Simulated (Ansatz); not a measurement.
Stepwise reaction of `[F][Zr]([F])([SH])[SH]` with hydrogen fluoride, as a gas-phase model of exchange steps in deposition or etching. ΔE in kJ/mol; ΔG adds harmonic PBE0-D4 terms to CCSD(T)/CBS, at 1 bar.

Computed with Ansatz on PBE0-D4/def2-TZVP structures; ΔE is electronic, products minus reactants. CCSD(T)/CBS adds triple-zeta CCSD(T) − MP2 to the extrapolated MP2 energy (def2 sets, frozen cores). This one scheme is used for every species. Functionals use def2-TZVPP. B3LYP here is the variant with VWN-RPA as its local correlation; programs differ in this. def2 core potentials past Kr. For Zr outer-core shells are correlated without core-valence functions, which leaves a few kJ/mol of doubt a bond. Each species was taken in one conformer, which may not be the lowest.

```tsv
step	reaction	PBE-D4	B3LYP-D4	ωB97M-V	CCSD(T)/CBS	ΔG(500 K)
1	`[F][Zr]([F])([SH])[SH]` + H–F → `[F][Zr]([F])([F])[SH]` + H₂S	-83.0	-88.8	-91.0	-78.3	-90.0
```

**Question.** Give the row of step 2, `[F][Zr]([F])([F])[SH]` + H–F → `[F][Zr]([F])([F])[F]` + H₂S. (An estimate is asked.)

**Answer.** Computed: 
```
step                                                      reaction  PBE-D4  B3LYP-D4  ωB97M-V  CCSD(T)/CBS  ΔG(500 K)
   2  `[F][Zr]([F])([F])[SH]` + H–F → `[F][Zr]([F])([F])[F]` + H₂S   -87.2     -93.3    -94.6        -84.0      -75.0
```

**Question.** By hand: ΔE of the 2 steps together at CCSD(T)/CBS.

**Answer.** (-78.3) + (-84.0) = -162.3 kJ/mol, or -81.2 kJ/mol a step.

In ΔE each step is lower than the one before. All are downhill at CCSD(T)/CBS. ΔG lies between -90.0 and -75.0 kJ/mol a step. PBE-D4 differs from CCSD(T)/CBS by -4.7 to -3.2 kJ/mol a step. Isolated molecules leave out the surface, adducts and barriers. Largest T1 diagnostic: 0.018.
